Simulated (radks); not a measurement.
Task: Isoelectronic series with 12 electrons, each ion in its NIST ground configuration. Calculated with a radial shooting solver on a logarithmic mesh with Libxc functionals: scalar-relativistic Kohn-Sham, PBEsol, spin-polarised, spherical densities, finite nucleus; Fermi nuclear charge, rms radius of each element as measured or else 0.836 A^(1/3) + 0.57 fm. Total energies (hartree) and orbital eigenvalues (hartree):

| ion | configuration | E (hartree) | 3s | 2p |
|---|---|---|---|---|
| Mg | [Ne] 3s2 | -199.84028 | -0.17196 | -1.71072 |
| P3+ | [Ne] 3s2 | -339.16274 | -1.67407 | -5.98398 |
| Ar6+ | [Ne] 3s2 | -517.13612 | -4.26110 | -12.60918 |
| Sc9+ | [Ne] 3s2 | -733.90895 | -7.88482 | -21.52698 |
| Cr12+ | [Ne] 3s2 | -989.74936 | -12.53949 | -32.73020 |
| Zn18+ | [Ne] 3s2 | -1620.05467 | -24.96092 | -62.01417 |
| As21+ | [Ne] 3s2 | -1995.38784 | -32.74657 | -80.11622 |
| Kr24+ | [Ne] 3s2 | -2411.52717 | -41.59906 | -100.5438 |
| Mo30+ | [Ne] 3s2 | -3368.68413 | -62.56892 | -148.4461 |
| Rh33+ | [Ne] 3s2 | -3911.11729 | -74.72428 | -175.9612 |
| Cd36+ | [Ne] 3s2 | -4497.19509 | -88.02269 | -205.8825 |
| Sb39+ | [Ne] 3s2 | -5127.83794 | -102.4897 | -238.2356 |
| Xe42+ | [Ne] 3s2 | -5804.05514 | -118.1535 | -273.0478 |

Estimate the row of Co15+ ([Ne] 3s2).

Result: E (hartree) -1284.99695; 3s -18.22885; 2p -46.22291.
